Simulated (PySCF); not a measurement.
F₄Se, SMILES [Se-](F)(F)(F)F, charge -1, multiplicity 2. Geometry: PBE-D3(BJ)/def2-SVPD.

The numbers are results of PBE-D3(BJ)/def2-SVPD (PySCF), not measurements.

Harmonic wavenumbers (cm⁻¹): 119, 158, 169, 254, 256, 319, 434, 483, 524. Rotational constants (GHz): 4.311, 2.570, 2.534; symmetry number 2.

Task: Work out the zero-point energy and the ideal-gas rigid-rotor harmonic-oscillator thermochemistry at 298.15 K and 1 atm.

Result: ZPE = ½ Σ hcν = ½ × 2718 cm⁻¹ = 16.26 kJ/mol. H − E(el) = 36.71 kJ/mol. Entropy in J/(mol K): translation 171.64, rotation 106.54, vibration 62.67, spin 5.76, total 346.61. G − E(el) = -66.63 kJ/mol. Cp = 94.89 J/(mol K). Modes under 150 cm⁻¹ make the vibrational entropy uncertain.
